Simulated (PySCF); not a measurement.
Levels of Zr²¹⁺ from EOM-EA-GCCSD

Reference: closed-shell Zr²²⁺, [Ar]; one electron is added. Calculated with PySCF 2.14, two-component X2C-1e with screened spin-orbit coupling, an uncontracted even-tempered set (19 s from 0.9 bohr⁻², ratio 2.6; 14 p from 1.2 bohr⁻², ratio 2.6; 6 d from 1.2 bohr⁻², ratio 2.8; 3 f from 25 bohr⁻², ratio 2.8); frozen [Ne]; the 64 highest virtual spinors dropped; of the others 50 kept and the rest restored at second order. No Breit or QED terms. Binding energies in eV.

| level | Koopmans |
| --- | --- |
| 3d3/2 | 920.36 |
| 3d5/2 | 916.86 |

(1) How does correlation move these levels?

For comparison, the ionisation energy of Zr²¹⁺ is 922 ± 4 eV (theoretical estimate listed by NIST; NIST Atomic Spectra Database, ionization energies).

Only part of the computed levels is shown.

Answers

(1) 3d3/2: second order 921.76, EOM-CCSD 921.52; 3d5/2: second order 918.22, EOM-CCSD 917.98.
